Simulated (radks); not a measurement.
Question: All-electron atom: Re32+ in [Kr] 4d7. Method: scalar-relativistic Kohn-Sham, LDA (Slater exchange, VWN5 correlation), spin-polarised, spherical densities, finite nucleus; open shells are filled with parallel spins first (spin-orbit coupling, left out, can overturn this in heavy ions); Fermi nuclear charge, rms radius 5.3698 fm; computed with a radial shooting solver on a logarithmic mesh with Libxc functionals. Some entries of the table are withheld. Estimate them.

orbital,occ.,eigenvalue (hartree),<1/r> (bohr^-1)
1s up,1,-2675.520,88.65
1s down,1,-2675.515,88.65
2s up,1,-501.5649,20.74
2s down,1,-501.4544,20.74
2p up,3,-443.7352,18.74
2p down,3,-443.6421,18.74
3s up,1,-150.5761,7.728
3s down,1,-150.5018,7.730
3p up,3,-133.4955,7.130
3p down,3,-133.4169,7.132
3d up,5,-114.2702,6.730
3d down,5,-114.1702,6.730
4s up,1,-62.63310,3.578
4s down,1,-62.38702,3.577
4p up,3,-56.49666,3.324
4p down,3,-56.25471,3.322
4d up,5,-49.09741,3.095
4d down,2,-48.85584,3.092
5s up,0,-33.74271,1.980
5s down,0,-33.62915,1.974
5p up,0,-31.09807,(1)
5p down,0,-30.99428,(2)

Answer: 
(1) 5p up <1/r> (bohr^-1): 1.862
(2) 5p down <1/r> (bohr^-1): 1.856
